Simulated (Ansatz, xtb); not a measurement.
## CH6AlClSi2: which of two isomers lies lower

We compare a, `[Cl][Al]1[SiH2]C[SiH2]1`, a singlet, with b, `[Cl][Al]1[CH2][SiH2][SiH2]1`, a singlet. Both are isolated molecules in the gas phase, relaxed with PBE0-D3(BJ)/def2-SVP.

Quicker runs give these differences E(b) − E(a): GFN2-xTB +0.088 eV; HF/STO-3G −0.634 eV (at GFN2-xTB geometries); r2SCAN-D4/def2-SVP −0.352 eV (at GFN2-xTB geometries).

Q: Estimate which is lower in electronic energy at CCSD(T)/def2-SVP + ΔMP2/def2-TZVPP, and by roughly how much.

A: The CCSD(T)/def2-SVP + ΔMP2/def2-TZVPP calculation puts structure b lower, by 0.246 eV.

The same difference at several levels:

| level | geometry | E(b) − E(a) (eV) | departure from the last row (eV) | job, with rough time for the two |
| --- | --- | --- | --- | --- |
| GFN2-xTB | GFN2-xTB | +0.088 | +0.334 | optimisation, 0.32 s |
| HF/STO-3G | GFN2-xTB | −0.634 | −0.388 | single point, 0.48 s |
| r2SCAN-D4/def2-SVP | GFN2-xTB | −0.352 | −0.106 | single point, 5.4 s |
| PBE0-D3(BJ)/def2-SVP | PBE0-D3(BJ)/def2-SVP | −0.257 | −0.011 | optimisation, 2 min |
| HF/def2-SVP | PBE0-D3(BJ)/def2-SVP | −0.226 | +0.019 | part of the CCSD(T) run |
| MP2/def2-SVP | PBE0-D3(BJ)/def2-SVP | −0.267 | −0.021 | part of the CCSD(T) run |
| CCSD(T)/def2-SVP | PBE0-D3(BJ)/def2-SVP | −0.236 | +0.009 | single point |
| CCSD(T)/def2-SVP + ΔMP2/def2-TZVPP | PBE0-D3(BJ)/def2-SVP | −0.246 |  | single point, 45 s |

As drawn, b has 1 C–Al, 1 Si–Si in place of 1 Al–Si, 1 C–Si.

GFN2-xTB puts the two in the other order. The largest departure from CCSD(T)/def2-SVP + ΔMP2/def2-TZVPP is that of HF/STO-3G, 0.388 eV. The last row adds to CCSD(T) the change of the MP2 difference between the two basis sets, here −0.009 eV.

With harmonic frequencies from PBE0-D3(BJ)/def2-SVP (ideal gas, rigid rotor, one conformer each, 298.15 K, 1 atm): the zero-point term adds −0.022 eV; ΔH is −0.265 and ΔG −0.270 eV.

The correlated steps freeze 21 core orbitals. Mirror images aren't counted in ΔG. Codes used: Ansatz 0.2.0, xtb 6.7.1; the last row on 2 threads of Arm Neoverse V1 on a shared host.
